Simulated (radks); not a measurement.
Problem. These are the eigenvalues of the occupied orbitals of an atom or ion with whole-number occupations (hartree). Calculated with a radial shooting solver on a logarithmic mesh with Libxc functionals: scalar-relativistic Kohn-Sham, r2SCAN, spin-polarised, spherical densities, finite nucleus; meta-GGA in the generalised Kohn-Sham scheme; Fermi nuclear charge, rms radius of each element as measured or else 0.836 A^(1/3) + 0.57 fm.

1s up: -461.6338
1s down: -461.6264
2s up: -60.39538
2s down: -60.39435
2p up: -53.14812
2p down: -53.14282
3s up: -8.89800
3s down: -8.89187
3p up: -6.60257
3p down: -6.59520
3d up: -2.83046
3d down: -2.81922
4s up: -1.45063
4s down: -1.34023
4p up: -0.98466

Which element is it, and in what charge state? The configuration may be excited. Open shells, if any, are filled with parallel spins first.

Solution. Z = 34, selenium, charge +2: Se2+ in [Ar] 3d10 4s2 4p2. The list shows which subshells hold electrons but not how many an open one holds; the 1s level, -461.63 hartree, gives Z - s = 30.4 by -(Z - s)^2/2, which with screening and relativity narrows Z to a few neighbours, and the depths of the outer levels then fix element, charge and occupations together.
